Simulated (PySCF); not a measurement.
Isomers of C6H5ClFN, one GFN2-xTB conformer each. Single-point energies are computed at PBE0/pcSseg-1 (PySCF, gas phase, no added dispersion term), electronic only.

```
            SMILES  GFN2-xTB relative energy (kcal/mol)
  Cc1cc(F)cc(Cl)n1                                  0.0
N#C[C@H](C#CCF)CCl                                 73.4
```

Conformers: `[N:1]#[C:2][C@H:3]([C:4]#[C:5][CH2:6][F:7])[CH2:8][Cl:9]` with C2–C3–C8–Cl9 -177°.

Q: What does PBE0/pcSseg-1 give for the same structures?

A: 
```tsv
SMILES	PBE0/pcSseg-1 E (Eh)	PBE0/pcSseg-1 (kcal/mol)	GFN2-xTB (kcal/mol)	point group
Cc1cc(F)cc(Cl)n1	-845.80059	0.0	0.0	Cs
N#C[C@H](C#CCF)CCl	-845.68986	69.5	73.4	C1
```

Both levels put the same isomer lowest. As drawn, the lower has an aromatic ring, which the higher lacks; the higher has a C≡N group and a C≡C bond, which the lower lacks.

Q: Which frontier levels, dipoles and rotational constants go with these structures?

A: 
```json
{"SMILES": "Cc1cc(F)cc(Cl)n1", "HOMO (eV, PBE0/pcSseg-1)": "-7.64", "LUMO (eV)": "-1.06", "dipole (D)": "2.15", "A, B, C (MHz)": "1801, 1149, 704.5"}
{"SMILES": "N#C[C@H](C#CCF)CCl", "HOMO (eV, PBE0/pcSseg-1)": "-8.45", "LUMO (eV)": "-0.51", "dipole (D)": "2.26", "A, B, C (MHz)": "1425, 777.5, 526.1"}
```
